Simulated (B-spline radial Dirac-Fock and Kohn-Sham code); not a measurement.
Radiative decay of the L3 hole in Rh⁺

System: rhodium as Rh⁺, [Kr] 4d8.

The run's input, task.json:

```json
{"items": [{
  "Z": 45,
  "q": 1,
  "cfg": [[1, 0, 2], [2, 0, 2], [2, 1, 6], [3, 0, 2], [3, 1, 6], [3, 2, 10], [4, 0, 2], [4, 1, 6], [4, 2, 8]],
  "A": 103,
  "rrms": 4.4945,
  "do": ["binding", "quiet", "decay"],
  "holes": ["K", "L1", "L2", "L3", "M1", "M2", "M3", "M4", "M5", "N1", "N2", "N3"]
}]}
```

Launch: `python xray_run.py task.json out`

Method: independent-particle rates on relativistic LDA orbitals of the hole state (multipoles up to L = 3, Coulomb Auger matrix elements, transition energies from Dirac-Fock). Computed with a radial atomic solver.

```csv
line,multipole,energy (eV),width (meV),share (%)
Lℓ,E1,2374.5,2.99,3.12
Lα2,E1,–,8.69,9.08
Lα1,E1,–,77.2,80.7
Lβ6,E1,2917.5,0.574,0.599
Lβ15,E1,3004.5,0.631,0.659
Lβ2,E1,3004.9,5.59,5.84
```

The listed lines hold 100.0 % of the radiative rate. A dash stands for an energy that rests on an unreliable hole state. The radiative width is 0.0957 eV in the length form and 0.0974 eV in the velocity form; the two differ because the transition energies are not eigenvalue differences of the potential that gave the orbitals.
